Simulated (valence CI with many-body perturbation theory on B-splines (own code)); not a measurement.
Ag XXXII: electric-dipole lines

Computed by configuration interaction combined with many-body perturbation theory (CI+MBPT): six valence electrons over a frozen Dirac-Fock core [Ne], a basis of 9 s, 9 p, 8 d, 6 f, 3 g, 1 h functions for each j, with the one-electron correlation potential Σ1, the two-electron term Σ2, the three-electron term Σ3, Breit, model QED; selected CI, second order for the rest, scaled by the run's own slope (own B-spline code, finite nucleus).

The last digits are not significant, and no measured levels were compared; by estimate large intervals hold to a few tenths of a per cent, small ones and those within an open d or f shell to about a per cent. Among the levels kept, up to 1500 cm⁻¹ of a level comes from second order outside the variational space, and about a tenth of that is noise between levels of different J, which matters for small intervals.

Lines 1 to 50 of 90 in falling wavelength, among levels below 1679500 cm⁻¹, chosen from the strongest by gf and those to the six lowest levels. Wavelengths and rates use the calculated energies. Electric multipoles are in the length gauge, E1 and E2 with the static RPA response of the core. Weak lines are less certain than strong ones. Lines between different terms over intervals too small for the method are left out, as are lines whose strength nearly cancels. Where a level lies close to another of its J and parity, the split of strength between their lines is uncertain. The highest levels of a list are the least certain.

Levels are named by their leading jj configuration (3d3/2^4 stands for four electrons in 3d with j = 3/2), which in mixed levels can hold well under half, so a name can repeat and another be missing. Letters in brackets count levels of one name in rising energy.

| λ vac (nm) | Upper | Lower | A (s⁻¹) | log gf | Branch % |
| --- | --- | --- | --- | --- | --- |
| 30.95 | (3s^2 3p1/2^2 3p3/2 3d3/2) J=1 | (3s^2 3p3/2^4) J=0 | 1.01e+07 | -3.36 | 0.2 |
| 22.04 | (3s 3p1/2^2 3p3/2^3) J=1 | (3s^2 3p3/2^4) J=0 | 7.10e+07 | -2.81 | 0.1 |
| 17.37 | (3s^2 3p1/2^2 3p3/2 3d5/2) J=1 | (3s^2 3p3/2^4) J=0 | 3.04e+07 | -3.38 | 0.1 |
| 16.39 | (3s^2 3p1/2 3p3/2^2 3d3/2) J=1 [a] | (3s^2 3p3/2^4) J=0 | 4.38e+08 | -2.28 | 3.5 |
| 15.76 | (3s 3p1/2^2 3p3/2^3) J=2 | (3s^2 3p1/2 3p3/2^3) J=2 | 1.45e+09 | -1.57 | 16.1 |
| 14.97 | (3s^2 3p1/2^2 3p3/2 3d3/2) J=1 | (3s^2 3p1/2 3p3/2^3) J=2 | 1.50e+09 | -1.82 | 34.2 |
| 14.65 | (3s 3p1/2^2 3p3/2^3) J=2 | (3s^2 3p1/2 3p3/2^3) J=1 | 2.18e+09 | -1.46 | 24.1 |
| 14.60 | (3s^2 3p1/2 3p3/2^2 3d5/2) J=1 [a] | (3s^2 3p3/2^4) J=0 | 7.13e+08 | -2.16 | 2.8 |
| 14.55 | (3s^2 3p1/2^2 3p3/2 3d3/2) J=2 | (3s^2 3p1/2 3p3/2^3) J=2 | 1.36e+08 | -2.67 | 2.9 |
| 14.22 | (3s^2 3p1/2^2 3p3/2 3d3/2) J=3 | (3s^2 3p1/2 3p3/2^3) J=2 | 1.06e+07 | -3.65 | 2.1 |
| 13.96 | (3s^2 3p1/2^2 3p3/2 3d3/2) J=1 | (3s^2 3p1/2 3p3/2^3) J=1 | 4.92e+08 | -2.37 | 11.2 |
| 13.60 | (3s^2 3p1/2^2 3p3/2 3d3/2) J=2 | (3s^2 3p1/2 3p3/2^3) J=1 | 3.69e+08 | -2.29 | 7.9 |
| 13.31 | (3s^2 3p1/2^2 3p3/2 3d3/2) J=0 | (3s^2 3p1/2 3p3/2^3) J=1 | 6.33e+07 | -3.77 | 100.0 |
| 12.52 | (3s 3p1/2^2 3p3/2^3) J=1 | (3s^2 3p1/2 3p3/2^3) J=2 | 3.29e+09 | -1.63 | 6.0 |
| 12.34 | (3s^2 3p1/2 3p3/2^2 3d5/2) J=1 [b] | (3s^2 3p3/2^4) J=0 | 1.03e+09 | -2.15 | 0.5 |
| 12.14 | (3s^2 3p1/2^2 3p3/2 3d5/2) J=2 | (3s^2 3p1/2 3p3/2^3) J=2 | 1.25e+09 | -1.86 | 3.0 |
| 11.81 | (3s 3p1/2^2 3p3/2^3) J=1 | (3s^2 3p1/2 3p3/2^3) J=1 | 2.56e+09 | -1.79 | 4.7 |
| 11.52 | (3s^2 3p1/2^2 3p3/2 3d5/2) J=3 | (3s^2 3p1/2 3p3/2^3) J=2 | 3.06e+07 | -3.37 | 0.1 |
| 11.47 | (3s^2 3p1/2^2 3p3/2 3d5/2) J=2 | (3s^2 3p1/2 3p3/2^3) J=1 | 1.67e+09 | -1.78 | 4.0 |
| 11.32 | (3s^2 3p1/2 3p3/2^2 3d3/2) J=1 [b] | (3s^2 3p3/2^4) J=0 | 1.78e+08 | -2.99 | 0.0 |
| 10.86 | (3s^2 3p1/2^2 3p3/2 3d5/2) J=1 | (3s^2 3p1/2 3p3/2^3) J=2 | 8.32e+07 | -3.36 | 0.2 |
| 10.70 | (3s^2 3p1/2 3p3/2^2 3d3/2) J=1 [c] | (3s^2 3p3/2^4) J=0 | 5.43e+08 | -2.55 | 0.1 |
| 10.60 | (3s^2 3p1/2^2 3p3/2 3d3/2) J=1 | (3s^2 3p1/2^2 3p3/2^2) J=0 | 3.82e+08 | -2.71 | 8.7 |
| 10.47 | (3s^2 3p1/2 3p3/2^2 3d3/2) J=1 [a] | (3s^2 3p1/2 3p3/2^3) J=2 | 9.21e+08 | -2.34 | 7.4 |
| 10.43 | (3s^2 3p1/2 3p3/2^2 3d3/2) J=2 [a] | (3s^2 3p1/2 3p3/2^3) J=2 | 4.01e+07 | -3.49 | 1.1 |
| 10.32 | (3s^2 3p1/2^2 3p3/2 3d5/2) J=1 | (3s^2 3p1/2 3p3/2^3) J=1 | 5.70e+08 | -2.56 | 1.7 |
| 10.24 | (3s^2 3p1/2 3p3/2^2 3d5/2) J=1 [c] | (3s^2 3p3/2^4) J=0 | 2.96e+09 | -1.86 | 0.9 |
| 10.17 | (3s^2 3p1/2 3p3/2^2 3d3/2) J=0 | (3s^2 3p1/2 3p3/2^3) J=1 | 7.01e+09 | -1.96 | 100.0 |
| 10.14 | (3s^2 3p1/2 3p3/2^2 3d3/2) J=3 [a] | (3s^2 3p1/2 3p3/2^3) J=2 | 5.01e+06 | -4.27 | 0.2 |
| 10.09 | (3s 3p1/2^2 3p3/2^3) J=2 | (3s^2 3p1/2^2 3p3/2^2) J=2 | 5.40e+09 | -1.38 | 59.8 |
| 9.966 | (3s^2 3p1/2 3p3/2^2 3d3/2) J=1 [a] | (3s^2 3p1/2 3p3/2^3) J=1 | 3.66e+08 | -2.79 | 2.9 |
| 9.931 | (3s^2 3p1/2 3p3/2^2 3d3/2) J=2 [a] | (3s^2 3p1/2 3p3/2^3) J=1 | 9.58e+07 | -3.15 | 2.5 |
| 9.756 | (3s^2 3p1/2^2 3p3/2 3d3/2) J=1 | (3s^2 3p1/2^2 3p3/2^2) J=2 | 1.99e+09 | -2.07 | 45.6 |
| 9.753 | (3s^2 3p1/2 3p3/2^2 3d5/2) J=3 [a] | (3s^2 3p1/2 3p3/2^3) J=2 | 9.28e+07 | -3.03 | 3.0 |
| 9.710 | (3s^2 3p1/2 3p3/2^2 3d5/2) J=1 [a] | (3s^2 3p1/2 3p3/2^3) J=2 | 1.21e+10 | -1.29 | 47.0 |
| 9.666 | (3s^2 3p1/2 3p3/2^2 3d5/2) J=0 [a] | (3s^2 3p1/2 3p3/2^3) J=1 | 1.09e+10 | -1.82 | 100.0 |
| 9.576 | (3s^2 3p1/2^2 3p3/2 3d3/2) J=2 | (3s^2 3p1/2^2 3p3/2^2) J=2 | 4.14e+09 | -1.55 | 89.1 |
| 9.432 | (3s^2 3p1/2^2 3p3/2 3d3/2) J=3 | (3s^2 3p1/2^2 3p3/2^2) J=2 | 4.98e+08 | -2.33 | 97.9 |
| 9.314 | (3s 3p1/2^2 3p3/2^3) J=1 | (3s^2 3p1/2^2 3p3/2^2) J=0 | 4.11e+09 | -1.80 | 7.5 |
| 9.277 | (3s^2 3p1/2 3p3/2^2 3d5/2) J=1 [a] | (3s^2 3p1/2 3p3/2^3) J=1 | 2.46e+08 | -3.02 | 1.0 |
| 9.212 | (3s^2 3p1/2 3p3/2^2 3d3/2) J=2 [b] | (3s^2 3p1/2 3p3/2^3) J=2 | 6.87e+07 | -3.36 | 0.3 |
| 8.821 | (3s^2 3p1/2 3p3/2^2 3d3/2) J=2 [b] | (3s^2 3p1/2 3p3/2^3) J=1 | 1.25e+09 | -2.14 | 4.6 |
| 8.653 | (3s 3p1/2^2 3p3/2^3) J=1 | (3s^2 3p1/2^2 3p3/2^2) J=2 | 4.47e+10 | -0.82 | 81.7 |
| 8.653 | (3s^2 3p1/2 3p3/2^2 3d5/2) J=1 [b] | (3s^2 3p1/2 3p3/2^3) J=2 | 9.22e+09 | -1.51 | 4.3 |
| 8.487 | (3s^2 3p1/2 3p3/2^2 3d3/2) J=2 [c] | (3s^2 3p1/2 3p3/2^3) J=2 | 3.99e+08 | -2.67 | 0.1 |
| 8.471 | (3s^2 3p1/2^2 3p3/2 3d5/2) J=2 | (3s^2 3p1/2^2 3p3/2^2) J=2 | 3.92e+10 | -0.68 | 93.1 |
| 8.438 | (3s^2 3p1/2 3p3/2^2 3d3/2) J=3 [b] | (3s^2 3p1/2 3p3/2^3) J=2 | 6.60e+09 | -1.31 | 1.9 |
| 8.433 | (3s^2 3p1/2 3p3/2^2 3d5/2) J=2 [a] | (3s^2 3p1/2 3p3/2^3) J=2 | 6.94e+08 | -2.43 | 0.8 |
| 8.363 | (3s^2 3p1/2^2 3p3/2 3d5/2) J=1 | (3s^2 3p1/2^2 3p3/2^2) J=0 | 3.33e+10 | -0.98 | 97.0 |
| 8.307 | (3s^2 3p1/2 3p3/2^2 3d5/2) J=1 [b] | (3s^2 3p1/2 3p3/2^3) J=1 | 1.89e+10 | -1.23 | 8.8 |

Question: How does gf follow from A for the line at 11.52 nm?

Answer: gf = 1.4992 × (2J+1)_upper × A / σ², with σ = 868070 cm⁻¹ and 2J+1 = 7: gf = 0.000426.
